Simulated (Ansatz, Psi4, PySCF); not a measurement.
C$_{3}$H$_{9}$OSi (SMILES [CH2][Si](C)(C)O), doublet, geometry from GFN2-xTB. Base run: MP2/STO-3G in PySCF.

Input for PySCF:
```python
from pyscf import gto, scf, mp

mol = gto.Mole()
mol.atom = '''
    C     0.58008620    1.53301453   -0.96095516
    Si    0.00713756    0.06888407    0.01286974
    C    -1.47254256   -0.75170448   -0.88078712
    C     1.38099740   -1.22921438    0.26088818
    O    -0.39364180    0.48500791    1.54593934
    H     0.68586640    2.51481670   -0.53330152
    H     0.87512597    1.46449470   -1.99228082
    H    -2.29978321   -0.05858815   -1.00389879
    H    -1.83859389   -1.60773263   -0.32173943
    H    -1.18887090   -1.09926350   -1.86798752
    H     1.00524767   -2.09157314    0.80171729
    H     2.20629421   -0.81369965    0.82862531
    H     1.76769001   -1.57162811   -0.69292830
    H    -1.09501410    1.10615926    1.71922750
'''
mol.basis = 'sto-3g'
mol.spin = 1
mol.verbose = 4
mol.build()

mf = scf.UHF(mol)
mf.kernel()

pt = mp.MP2(mf)
pt.kernel()
print('E(MP2) = %.10f' % pt.e_tot)
```

The same geometry, method and basis name were run in Ansatz (a quantum-chemistry and plane-wave program) and Psi4 and PySCF, at each program's defaults and at the settings that a row names. The base is PySCF at its defaults. Differences at the defaults can come from grids, fitting, cores and function types together.

| code and settings | ΔE vs base (mEh) | basis functions | E (Eh) | SCF cycles |
|---|---|---|---|---|
| PySCF, defaults (exact integrals, spherical functions, all electrons correlated) | 0.000 | 38 | -477.12284 | 11 |
| Psi4, defaults (density fitting with its default set, spherical functions, all electrons correlated) | -0.668 | 38 | -477.12350 | 14 |
| Ansatz, defaults (factorised integrals, spherical functions, frozen core) | 5.195 | 38 | -477.11764 | - |
| PySCF, frozen core | 5.167 | 38 | -477.11767 | 11 |
| Psi4, exact integrals, spherical functions, frozen core | 5.167 | 38 | -477.11767 | 14 |
| Ansatz, high accuracy, frozen core | 5.167 | 38 | -477.11767 | - |

Open shells are given as the SCF converged; they aren't shown to be the lowest states, and a large step between rows can be another state.
